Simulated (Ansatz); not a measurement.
Total energies of the cluster Pb3⁻ (the lowest doublet isomer of a short search) from Ansatz at PBE-D4/def2-TZVPD, gas phase (1 Eh = 27.2114 eV = 2625.5 kJ/mol). The reference geometry is relaxed at PBE0-D4/def2-SVPD.

```
atom    x (Å)    y (Å)    z (Å)
 Pb1   0.1592  -1.6513  -0.5931
 Pb2   1.3280   0.9632  -0.0510
 Pb3  -1.4872   0.6880   0.6442
```

| state | geometry | energy (Eh) |
| --- | --- | --- |
| charge -1 doublet | reference | -578.85869 |
| charge 0 triplet | reference | -578.78946 |
| charge -1 quartet | relaxed at PBE0-D4/def2-SVPD | -578.82261 |

In the def2 sets Pb takes a core potential; there is no spin–orbit coupling.

**Question.** Work out the vertical ionisation energy to the triplet.

**Answer.** E(charge 0 triplet) − E(charge -1 doublet) = -578.78946 − (-578.85869) = 0.06923 Eh = 1.88 eV. For comparison, −ε of the highest occupied level of the spin that leaves is -0.18 eV at this level, 2.06 eV less.

**Question.** Which of the charge -1 states is lowest, and how far above it are the others?

**Answer.** The doublet. quartet: -578.82261 − (-578.85869) = 0.03608 Eh = 94.7 kJ/mol.

At PBE-D4/def2-TZVPD the highest occupied level of the charge -1 doublet lies above zero (up to 0.18 eV). By energy differences its removal costs 1.88 eV (vertical, to the charge 0 triplet, at PBE-D4/def2-TZVPD); a positive level beside a positive removal energy at the same level points to self-interaction error. At PBE-D4/def2-TZVPD the highest occupied level of the charge -1 quartet lies above zero (up to 0.97 eV). It is a level of α spin, whose loss leaves a triplet; that state wasn't run at this geometry and level. The electron is either unbound and held by the finite basis, or the level is raised by self-interaction error. 

The structure comes from a short search, and lower isomers may exist.
